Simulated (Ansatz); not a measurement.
System: C$_{4}$H$_{7}$O, net charge -1, singlet state. It need not be the lowest isomer of its formula. Whether it binds its extra electron was not tested at this geometry. 
Geometry from a B3LYP-D3(BJ)/def2-TZVP (Ansatz, a quantum-chemistry and plane-wave program) optimisation:
```
C
C 1 1.3799
O 2 1.2680 1 129.92
H 2 1.1252 3 117.41 1 180.00
C 1 1.4938 2 121.82 4 0.00
H 5 1.0962 1 110.50 2 0.00
H 5 1.1075 6 106.99 1 -123.98
H 5 1.1075 6 106.99 7 -112.03
C 1 1.4962 2 120.74 4 180.00
H 9 1.0926 1 109.03 2 0.00
H 9 1.1055 10 107.99 1 123.21
H 9 1.1055 10 107.99 11 113.58
```
Charge -1, spin multiplicity 1.

Basis-set convergence of Hartree-Fock and CCSD(T) correlation energies (hartree) with Ansatz. Correlated levels leave the core frozen unless marked. No spin-orbit coupling. No relativistic terms. This anion needs diffuse functions, which these sets lack.

```json
[
 {"basis": "cc-pVDZ", "functions": "105", "E(HF)": "-230.38087", "E(corr, CCSD(T))": "-0.82764", "rough core time": "under 20 s"},
 {"basis": "cc-pVTZ", "functions": "248", "E(HF)": "?", "E(corr, CCSD(T))": "?", "rough core time": "2.9 min"}
]
```

Task: Fill in the missing entries.

Result: 
- cc-pVTZ, E(HF): -230.45250
- cc-pVTZ, E(corr, CCSD(T)): -1.00918
